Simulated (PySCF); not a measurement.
A structure optimised at PBE-D3(BJ)/def2-SVP, used in a PySCF frequency run:

```
C
N 1 1.4921
H 2 1.0296 1 110.96
H 2 1.0303 3 106.16 1 -120.21
Si 1 1.9055 2 107.22 3 174.94
H 5 1.5032 1 110.80 2 -56.53
H 5 1.5056 6 109.84 1 122.27
H 5 1.5092 6 108.36 7 118.21
Si 1 1.9069 2 112.84 3 -62.08
N 9 1.7517 1 108.52 2 75.69
H 10 1.0230 9 118.07 1 156.49
H 10 1.0233 11 109.66 9 -141.83
H 9 1.5059 10 105.38 11 33.80
H 9 1.5179 13 108.70 10 123.94
Si 1 1.9096 2 107.62 3 59.02
H 15 1.5034 1 110.22 2 -168.64
H 15 1.5055 16 109.72 1 -120.17
H 15 1.5062 16 108.99 17 -118.19
```

Question: Write its SMILES and formula.

Answer: N[SiH2]C(N)([SiH3])[SiH3], CH12N2Si3

Question: What are its rotational constants (standard atomic weights)?

Answer: 2.1041, 1.3692, 1.1070 GHz
